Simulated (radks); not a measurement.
Problem. All-electron atom: V in [Ar] 3d3.5 4s1.5 (fractional occupations, a model configuration). Method: scalar-relativistic Kohn-Sham, PBE, spin-polarised, spherical densities, finite nucleus; open shells are filled with parallel spins first; Fermi nuclear charge, rms radius 3.6002 fm; computed with a radial shooting solver on a logarithmic mesh with Libxc functionals. Some entries of the table are withheld. Estimate them.

| orbital | occ. | eigenvalue (hartree) | r(max) (bohr) | <r^2> (bohr^2) |
|---|---|---|---|---|
| 1s down | 1 | -197.0467 | 0.04349 | 0.005936 |
| 1s up | 1 | -197.0466 | 0.04349 | 0.005936 |
| 2s up | 1 | -22.05097 | 0.2556 | 0.1124 |
| 2s down | 1 | -22.01332 | 0.2555 | 0.1121 |
| 2p up | 3 | -18.39212 | 0.2081 | 0.09271 |
| 2p down | 3 | -18.36317 | 0.2080 | 0.09238 |
| 3s up | 1 | -2.53578 | (1) | 1.047 |
| 3s down | 1 | -2.42292 | (2) | 1.048 |
| 3p up | 3 | -1.57666 | 0.8472 | 1.236 |
| 3p down | 3 | -1.46476 | 0.8472 | 1.243 |
| 4s up | 1 | -0.17099 | 2.776 | 13.23 |
| 3d up | 3.5 | -0.16182 | 0.9058 | 3.186 |
| 4s down | 0.5 | -0.12388 | 2.925 | 15.81 |
| 3d down | 0 | -0.06363 | 0.9139 | 4.585 |

Solution. 
(1) 3s up r(max) (bohr): 0.8207
(2) 3s down r(max) (bohr): 0.8207
